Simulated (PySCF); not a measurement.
## Dipole response of Hf (hafnium, neutral)

[Xe] 4f14 5d2 6s2, high-spin 3F determinant. All numbers are calculated (PySCF 2.14, a scalar-relativistic core potential, in aug-cc-pwCVTZ-PP with ECP60MDF (8s8p7d4f3g, 122 functions)). Coupled (time-dependent) response in atomic units; α is the mean over directions.

```json
{"method": "wB97X-V", "mean α (bohr³)": "107.6", "C₆ (like pair)": "1459", "S(−4)": "5653"}
```

S(−4) is the Cauchy moment in α(ω) = α(0) + S(−4) ω² + …

Reference α: 103 ± 6 bohr³ (recommended; Schwerdtfeger and Nagle, table of static dipole polarizabilities (2023 update)). Published C₆: 1040 (Gould and Bucko (2016)).

Spin-orbit coupling is absent.

α(iu) at wB97X-V:

| u (hartree) | α(iu) (bohr³) |
| --- | --- |
| 0 | 107.6 |
| 0.0500 | 96.15 |
| 0.100 | 75.68 |
| 0.200 | 44.14 |
| 0.300 | 28.02 |
| 0.500 | 14.64 |
| 0.750 | 8.576 |
| 1.00 | 5.840 |
| 1.50 | 3.336 |
| 2.00 | 2.184 |
| 3.00 | 1.141 |
| 5.00 | 0.4638 |

A single London oscillator, α(iu) = α/(1 + u²/ω²), gives C₆ = (3/4) ω α². Matching the computed C₆ needs ω = 4 × 1459 / (3 × 107.6²) = 0.168 hartree.

Energies and moments cover only the electrons outside the core potential. Spin-orbit coupling, absent here, splits the open shell strongly.
